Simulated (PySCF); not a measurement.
Polarisability and C₆ of Ta²⁺ (tantalum, charge +2)

[Xe] 4f14 5d3, high-spin 4F determinant. Computed with PySCF 2.14 in aug-cc-pVTZ-PP with one added diffuse shell each of s, p, d, f, g type with ECP60MDF (7s7p6d4f3g, 113 functions), with scalar relativity through the core potential. Coupled (time-dependent) response in atomic units; α is the mean over directions.

| method | mean α (bohr³) | C₆ (like pair) | S(−4) |
| --- | --- | --- | --- |
| M06-2X | 14.26 | 78.60 | 117.6 |

S(−4) is the Cauchy moment in α(ω) = α(0) + S(−4) ω² + …

Spin-orbit coupling is absent.

α(iu) at M06-2X:

```tsv
u (hartree)	α(iu) (bohr³)
0	14.26
0.0500	13.98
0.100	13.23
0.200	11.23
0.300	9.430
0.500	6.955
0.750	5.102
1.00	3.925
1.50	2.530
2.00	1.752
3.00	0.9638
5.00	0.4051
```

A single London oscillator, α(iu) = α/(1 + u²/ω²), gives C₆ = (3/4) ω α². Matching the computed C₆ needs ω = 4 × 78.60 / (3 × 14.26²) = 0.515 hartree.

For an ion, C₆ is the dispersion term alone; charge-induced terms of lower order in 1/R come first.

Energies and moments cover only the electrons outside the core potential. Spin-orbit coupling, absent here, splits the open shell strongly.
